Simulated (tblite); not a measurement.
Parent: `[SiH3:1][NH:2][SiH:3]1[CH:4]=[CH:5][CH:6]=[CH:7]1` with Si1–N2–Si3–C4 -172°, C4H9NSi2.

The geometries are computed with GFN2-xTB (gas phase). One conformer each, not checked by frequencies here.

```json
{"coordinate of the parent": "Si1–N2", "value": "1.732 Å"}
{"coordinate of the parent": "N2–Si3", "value": "1.732 Å"}
{"coordinate of the parent": "Si3–C4", "value": "1.887 Å"}
{"coordinate of the parent": "C4=C5", "value": "1.336 Å"}
{"coordinate of the parent": "C5–C6", "value": "1.458 Å"}
{"coordinate of the parent": "C6=C7", "value": "1.337 Å"}
{"coordinate of the parent": "Si3–C7", "value": "1.891 Å"}
{"coordinate of the parent": "Si1–N2–Si3", "value": "127.8°"}
{"coordinate of the parent": "N2–Si3–C4", "value": "112.5°"}
{"coordinate of the parent": "N2–Si3–C7", "value": "117.8°"}
{"coordinate of the parent": "C4–Si3–C7", "value": "89.0°"}
{"coordinate of the parent": "Si3–C4–C5", "value": "109.1°"}
{"coordinate of the parent": "C4–C5–C6", "value": "116.5°"}
{"coordinate of the parent": "C5–C6–C7", "value": "116.4°"}
{"coordinate of the parent": "Si3–C7–C6", "value": "109.0°"}
```

Problem. How does the shared frame change in `[F:1][CH:2]([F:3])[C:4]1=[CH:5][Si@H:6]([NH:7][SiH3:8])[CH:9]=[CH:10]1` with F1–C2–C4–C5 0°, C5–Si6–N7–Si8 175°, C5H9F2NSi2? Atoms pair as Si1 = Si8, N2 = N7, Si3 = Si6, C4 = C5, C5 = C4, C6 = C10, C7 = C9 (parent first).

Solution. 
```tsv
parent	relative	value in the relative	change
Si1–N2	Si8–N7	1.737 Å	+0.005
N2–Si3	N7–Si6	1.727 Å	-0.005
Si3–C4	Si6–C5	1.888 Å	+0.001
C4=C5	C5=C4	1.336 Å	0.000
C5–C6	C4–C10	1.463 Å	+0.005
C6=C7	C10=C9	1.335 Å	-0.002
Si3–C7	Si6–C9	1.893 Å	+0.002
Si1–N2–Si3	Si8–N7–Si6	127.9°	+0.1
N2–Si3–C4	N7–Si6–C5	111.1°	-1.4
N2–Si3–C7	N7–Si6–C9	117.2°	-0.6
C4–Si3–C7	C5–Si6–C9	89.2°	+0.2
Si3–C4–C5	Si6–C5–C4	108.7°	-0.4
C4–C5–C6	C5–C4–C10	117.0°	+0.5
C5–C6–C7	C4–C10–C9	116.0°	-0.4
Si3–C7–C6	Si6–C9–C10	109.1°	+0.1
```

Of the parent's bonds, Si1–N2, N2–Si3 and C5–C6 change most and about equally (-0.005 to +0.005 Å). Bonds of the relative outside the shared frame: F1–C2 1.355, C2–F3 1.363, C2–C4 1.501 Å. Point group C1 → C1.

Problem. How does the shared frame change in `[CH2:1]=[CH:2][CH2:3][C:4]1=[CH:5][Si@@H:6]([NH:7][SiH3:8])[CH:9]=[CH:10]1` with C1–C2–C3–C4 -114°, C2–C3–C4–C5 -108°, C5–Si6–N7–Si8 -172°, C7H13NSi2? Atoms pair as Si1 = Si8, N2 = N7, Si3 = Si6, C4 = C5, C5 = C4, C6 = C10, C7 = C9 (parent first).

Solution. 
| parent | relative | value in the relative | change |
| --- | --- | --- | --- |
| Si1–N2 | Si8–N7 | 1.731 Å | -0.001 |
| N2–Si3 | N7–Si6 | 1.733 Å | +0.001 |
| Si3–C4 | Si6–C5 | 1.883 Å | -0.004 |
| C4=C5 | C5=C4 | 1.339 Å | +0.003 |
| C5–C6 | C4–C10 | 1.464 Å | +0.006 |
| C6=C7 | C10=C9 | 1.335 Å | -0.002 |
| Si3–C7 | Si6–C9 | 1.891 Å | 0.000 |
| Si1–N2–Si3 | Si8–N7–Si6 | 128.1° | +0.3 |
| N2–Si3–C4 | N7–Si6–C5 | 112.0° | -0.5 |
| N2–Si3–C7 | N7–Si6–C9 | 117.1° | -0.7 |
| C4–Si3–C7 | C5–Si6–C9 | 89.0° | 0.0 |
| Si3–C4–C5 | Si6–C5–C4 | 109.7° | +0.6 |
| C4–C5–C6 | C5–C4–C10 | 115.6° | -0.9 |
| C5–C6–C7 | C4–C10–C9 | 116.7° | +0.3 |
| Si3–C7–C6 | Si6–C9–C10 | 109.0° | 0.0 |

Of the parent's bonds, C5–C6 changes most (+0.006 Å). Bonds of the relative outside the shared frame: C1=C2 1.319, C2–C3 1.499, C3–C4 1.503 Å. Point group C1 → C1.

Problem. How does the shared frame change in `[O:1]=[CH:2][C:3]1=[CH:4][Si@H:5]([NH:6][SiH3:7])[CH:8]=[CH:9]1` with O1–C2–C3–C4 -179°, C4–Si5–N6–Si7 170°, C5H9NOSi2? Atoms pair as Si1 = Si7, N2 = N6, Si3 = Si5, C4 = C4, C5 = C3, C6 = C9, C7 = C8 (parent first).

Solution. 
```
    parent    relative  value in the relative  change
    Si1–N2      Si7–N6                1.737 Å  +0.005
    N2–Si3      N6–Si5                1.727 Å  -0.005
    Si3–C4      Si5–C4                1.893 Å  +0.006
     C4=C5       C4=C3                1.347 Å  +0.011
     C5–C6       C3–C9                1.466 Å  +0.008
     C6=C7       C9=C8                1.336 Å  -0.001
    Si3–C7      Si5–C8                1.890 Å  -0.001
Si1–N2–Si3  Si7–N6–Si5                 127.9°    +0.1
 N2–Si3–C4   N6–Si5–C4                 111.4°    -1.1
 N2–Si3–C7   N6–Si5–C8                 118.6°    +0.8
 C4–Si3–C7   C4–Si5–C8                  89.0°     0.0
 Si3–C4–C5   Si5–C4–C3                 109.1°     0.0
  C4–C5–C6    C4–C3–C9                 116.0°    -0.5
  C5–C6–C7    C3–C9–C8                 116.4°     0.0
 Si3–C7–C6   Si5–C8–C9                 109.4°    +0.4
```

Of the parent's bonds, C4–C5 changes most (+0.011 Å). Bonds of the relative outside the shared frame: O1=C2 1.206, C2–C3 1.463 Å. Point group C1 → C1.
